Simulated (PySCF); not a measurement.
# Nuclear quadrupole coupling in `C=CP([SiH3])CN(C)C`

C5H14NPSi.
Structure used (GFN2-xTB), in Å, numbered top down from 1:
```xyz
22
C5H14NPSi angstrom
C     -3.280    1.805    0.271
C     -2.000    1.698   -0.059
P     -0.780    0.804    0.936
Si    -1.337   -1.323    0.457
C      0.636    0.769   -0.281
N      1.272   -0.527   -0.145
C      2.077   -0.872   -1.300
C      2.047   -0.601    1.075
H     -3.681    1.312    1.142
H     -3.976    2.377   -0.321
H     -1.611    2.223   -0.925
H     -1.202   -1.666   -0.959
H     -2.757   -1.444    0.816
H     -0.552   -2.210    1.311
H      1.336    1.605   -0.111
H      0.231    0.864   -1.293
H      1.449   -0.877   -2.190
H      2.486   -1.872   -1.160
H      2.909   -0.170   -1.460
H      2.910    0.080    1.063
H      2.405   -1.621    1.214
H      1.407   -0.334    1.917
```

Field gradients from the PBE0/pcSseg-1 density (PySCF, non-relativistic), principal values in atomic units, ordered |Vxx| ≤ |Vyy| ≤ |Vzz|:

```json
{"atom": "N6", "Vxx": "0.5687", "Vyy": "0.6235", "Vzz": "-1.1922"}
```

Find the asymmetry η = (Vxx − Vyy)/Vzz and the couplings χ = eQV/h (234.96 MHz × Q in barn × V in au), with Q(14N) = 0.02044 b.

| atom | environment | nucleus | η | χzz (MHz) | χxx (MHz) | χyy (MHz) |
| --- | --- | --- | --- | --- | --- | --- |
| N6 | tertiary amine nitrogen | 14N | 0.05 | -5.73 | 2.73 | 2.99 |

The tensor is traceless: Vxx + Vyy + Vzz = 0.

What is Vzz at N6 in SI units (1 au = 9.71736 × 10²¹ V/m²)?

-1.1922 au = -11.585 × 10²¹ V/m².

And the gradient at the other heavy atoms, for which no coupling is worked out here?

| atom | environment | Vzz (au) | η |
| --- | --- | --- | --- |
| C1 | terminal =CH2 carbon | 0.296 | 0.36 |
| C2 | alkene CH carbon | 0.284 | 0.83 |
| P3 | three-coordinate phosphorus | -1.193 | 0.38 |
| Si4 | SiH3 silicon | 0.270 | 0.40 |
| C5 | sp3 carbon bound to nitrogen | 0.173 | 0.71 |
| C7 | N-methyl carbon | 0.225 | 0.16 |
| C8 | N-methyl carbon | 0.228 | 0.15 |

Were the hydrogens deuterons (Q(2H) = 0.00286 b), χzz would run from 107 kHz (H13) to 226 kHz (H10).

One conformer (not necessarily the lowest) at the GFN2-xTB geometry, without solvent, vibrations or thermal averaging. GFN2-xTB bond lengths can be off by several hundredths of an ångström, more for odd bonds, and the gradients follow them. With so small a basis the couplings can be 20 % off.
